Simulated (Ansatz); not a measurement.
Job for Ansatz (a program for electronic structure): R-r2SCAN/def2-TZVPPD on HCl (SMILES Cl). Files ending in .json are basis or fitting sets from the Basis Set Exchange.

Ansatz 0.2 input:
```yaml
crystal:
  periodic: [false, false, false]
  atoms:
    - {symbol: Cl, position_ang: [-0.56148929, -0.68711842, -0.50006534]}
    - {symbol: H, position_ang: [-0.12151837, -0.26959638, 0.63588191]}
basis:
  gaussian:
    orbitals: def2-TZVPPD.json
hamiltonian:
  xc: {name: r2SCAN}
scf: {lower_state_search: off}
```

The log:

```
WARN ansatz: RAYON_NUM_THREADS=2 ignored (pool sized by the plan → 2); use --threads N
Functional definition: r2SCAN
these checks for a lower state are left out or cut short: stability, starts, cluster_reference, orbital_swaps, neighbouring_geometries, increment
integrals: 0.01 GiB planned
383 factors; their error is unknown
mean field: 0.13 GiB planned
mean field evaluation 1: about -12538.4016 eV, gradient 1.0e1 eV
mean field evaluation 2: about -12538.4536 eV, gradient 1.1e1 eV
mean field evaluation 4: about -12538.6570 eV, gradient 3.4e-1 eV
mean field evaluation 8: about -12538.6497 eV, gradient 1.7e-3 eV
mean field -12538.64967903 eV, -460.7868767023 hartree, gradient 4.6e-6 eV, S^2 0.000000; 0 other end points of the search recorded, 0 dependent functions left out
reference -12538.64969602 eV, -460.7868773266 hartree; 9, 9 occupied and 59, 59 virtual orbitals, 383 factors
Total energy: -12538.64969602 eV, -460.7868773266 hartree
Checks for a lower state left out: stability, starts, cluster_reference, orbital_swaps, neighbouring_geometries, increment
```

The calculation finished and met its thresholds.

Cost: about 0.3 core-seconds (a rough figure).
